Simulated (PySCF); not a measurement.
# Ionisation energy of Pb²⁺ by level of theory

Pb²⁺ [Xe] 4f14 5d10 6s2 (1S) → Pb³⁺ [Xe] 4f14 5d10 6s1 (2S), as a difference of total energies. Calculation: PySCF 2.14, in x2c-QZVPPall; the spin-free X2C one-electron Hamiltonian (Gaussian nucleus). Correlated levels: valence: [Xe] 4f14 5d10 frozen; valence and next inner shell: [Kr] 4d10 4f14 frozen. The calculations carry no spin-orbit coupling.

| method | ionisation energy (eV) |
| --- | --- |
| UHF | 29.776 |
| LDA | 32.596 |
| PBE | 32.110 |
| PBE0 | 31.752 |
| r2SCAN | 31.882 |
| MP2 (valence) | 30.368 |
| SCS-MP2 (valence) | 30.486 |
| MP2 (valence and next inner shell) | 32.016 |
| SCS-MP2 (valence and next inner shell) | 31.865 |

Question: How much does correlation contribute at MP2 (valence and next inner shell)?

Answer: 32.016 − (29.776) = 2.240 eV, measured against UHF.

For comparison: 31.937 eV (measured; NIST Atomic Spectra Database, ionization energies).
